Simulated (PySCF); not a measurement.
Shifts of the heteroatoms

Numbering as in the mapped SMILES `[CH3:1][CH2:2][c:3]1[n:4][cH:5][n:6][o:7]1`. Hydrogens are named by the atom that carries them.

[PySCF 2.14.0 with density-fitted response routines: coordinates at the GFN2-xTB level; GIAO PBE0/pcSseg-1 shieldings; a single conformation; no relativistic terms; rapidly exchanging positions averaged; in vacuum]

Q: What are the 15N shifts?

A: 
```
atoms                         environment  σ (ppm)  δ (ppm)
   N6  pyridine-type nitrogen of an azole   -135.3    -23.4
   N4  pyridine-type nitrogen of an azole    -10.1   -138.8
```

Shieldings were converted by a linear fit to measured shifts: 15N (scatter 6.3 ppm rms vs CH3NO2, solution or neat liquid). A few per cent of atoms miss by over 2 rms, more outside the fitted compound classes.

On a 400 MHz spectrometer 15N resonates near 40.5 MHz, so 1 ppm is 40.5 Hz.

Q: What are the 17O shifts?

A: 
| atoms | environment | σ (ppm) | δ (ppm) |
| --- | --- | --- | --- |
| O7 | aromatic ring oxygen | -78.7 | 338.4 |

Shieldings were converted by a linear fit to measured shifts: 17O (scatter 10.7 ppm rms, 12.2 ppm with the 3 outliers that the fit left out vs liquid water, solution or neat liquid). Occasional misses reach two or three times the rms, and more in compound classes unlike the fitted ones.

On a 600 MHz spectrometer 17O resonates near 81.3 MHz, so 1 ppm is 81.3 Hz.
